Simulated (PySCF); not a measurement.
From computed data to an observable: entropy of an ideal gas

SnH4, SMILES [SnH4].

Coordinates come from a PBE-D3(BJ)/def2-TZVPD optimisation. The isomer is the one that the SMILES or the coordinates give; other isomers of the formula were not compared. The def2 effective core potentials stand for the cores of Sn; spin–orbit coupling is left out.

PBE-D3(BJ)/def2-TZVPD run with PySCF 2.14.0 gives the harmonic wavenumbers 653, 653, 653, 724, 724, 1881, 1893, 1893, 1893 cm⁻¹ and the rotational temperatures 3.0641, 3.0641, 3.0641 K. The molar mass is 122.74 g/mol, the symmetry number 12, the spin multiplicity 1.

Work out the entropy at 298.15 K and 1 atm in the rigid-rotor, harmonic-oscillator model.


Translation (Sackur–Tetrode at 1 atm): S = R[1.5 ln M + 2.5 ln T − 1.16487] = 168.7 J/(mol K).
Rotation: q = (√π/σ) T^1.5/√(θA θB θC) = 142, S = R[ln q + 3/2] = 53.7 J/(mol K).
Vibration: with u = 1.4388 ν/T, each mode gives R[u/(e^u − 1) − ln(1 − e^−u)]:
```
ν (cm⁻¹)  modes     u  S (J/(mol K))
--------  -----  ----  -------------
653           3  3.15           4.61
724           2  3.49           2.33
1881          1  9.08           0.01
1893          3  9.14           0.03
```
These are all the modes. Sum 7.0 J/(mol K).
Spin: R ln 1 = 0.0 J/(mol K).
Total 229.4 J/(mol K); the program's own thermochemistry gives 229.4. Translation makes up 74 % and vibration 3 %. Anharmonicity, hindered rotation and orbital degeneracy are left out.
